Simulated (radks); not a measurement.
Valence configurations of S (all share [Ne]). Calculated with a radial shooting solver on a logarithmic mesh with Libxc functionals: non-relativistic Kohn-Sham, PBEsol, spin-polarised, spherical densities, point nucleus; open shells are filled with parallel spins first. Energies are relative to 3s2 3p4; eigenvalues in eV for spin up.

| valence | E (eV) | moment (Bohr magnetons) | e(3p) | e(3s) |
|---|---|---|---|---|
| 3s2 3p4 | 0.000 | 2 | -7.658 | -17.815 |
| 3s1.5 3p4.5 | 4.996 | 2 | -7.990 | -18.249 |
| 3s1 3p5 | 9.992 | 2 | -8.324 | -18.684 |
| 3s0.5 3p5.5 | 15.854 | 1 | -8.220 | -18.571 |
| 3p6 | 21.252 | 0 | -8.041 | - |

NIST lists [Ne] 3s2 3p4 as the ground configuration; this level of theory agrees among the configurations tried. The energies are those of spherical high-spin densities, not of single terms.
